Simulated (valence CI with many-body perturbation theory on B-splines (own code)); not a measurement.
Sb¹⁷⁺: key properties

Computed by valence CI with perturbative core correlation (CI+MBPT): six valence electrons over a frozen Dirac-Fock core [Ar] 3d10, a basis of 9 s, 9 p, 8 d, 6 f, 3 g, 1 h functions for each j, with the one-electron correlation potential Σ1 (screened to all orders), the two-electron term Σ2, the three-electron term Σ3, Breit, model QED; selected single and double excitations, second order for the rest, scaled by the run's own slope (own B-spline code, finite nucleus).

No measured spectrum was set against this ion. As an estimate, levels hold to about 250 cm⁻¹ or 0.2 % of their energy and the worst to 1 %, as in measured heavy ions of charge 2 to 7; those with d or f electrons hold less well. Among the levels kept, up to 1100 cm⁻¹ of a level comes from second order outside the variational space, and about a tenth of that is noise between levels of different J, which matters for small intervals.

Levels are named by their leading jj configuration (3d3/2^4 stands for four electrons in 3d with j = 3/2), which in mixed levels can hold well under half, so a name can repeat and another be missing.

Rates and lifetimes use the calculated energies. Strong lines usually hold to 10 to 20 %, long lifetimes can be off by a factor of two.

Problem. What is the ground level?

Solution. (4s^2 4p1/2^2 4p3/2^2) J=2, composition 77 % 4s2 4p4 3P + 21 % 4s2 4p4 1D, g = 1.392.

Problem. What is the ionisation energy?

Solution. 480.53 eV; NIST lists 479 ± 3 eV (theoretical).

Problem. Where does the other parity begin?

Solution. At (4s 4p1/2^2 4p3/2^3) J=2, 55.36 eV.

Problem. How well does LS coupling describe the low levels?

Solution. Among the lowest 20 levels the leading LS term, summed over configurations, holds 67 % on average. For single configurations the figures are 62 % in LS and 75 % in jj coupling. Terms mix most in the J = 2 level at 72.72 eV, where the leading one holds 32 %.

Problem. Name the longest-lived excited levels whose lifetime is computed, and their main decay.

Solution. (4s^2 4p1/2^2 4p3/2^2) J=0 at 4.21 eV lives 843 ms, mostly by E2 to (4s^2 4p1/2^2 4p3/2^2) J=2; (4s^2 4p1/2^2 4p3/2 4d5/2) J=4 at 74.99 eV lives 2.06 ms, mostly by M2 to (4s^2 4p1/2^2 4p3/2^2) J=2; (4s^2 4p1/2 4p3/2^2 4d5/2) J=4 at 84.63 eV lives 156 μs, mostly by M1 to (4s^2 4p1/2^2 4p3/2 4d5/2) J=4. The lifetime of (4s^2 4p1/2 4p3/2^2 4d5/2) J=4 is too uncertain to give, and may be longer. The lifetime of (4s^2 4p1/2 4p3/2^2 4d5/2) J=4 is too uncertain to give, and may be longer. The lifetime of (4s^2 4p1/2 4p3/2^2 4d5/2) J=5 is too uncertain to give, and may be longer.
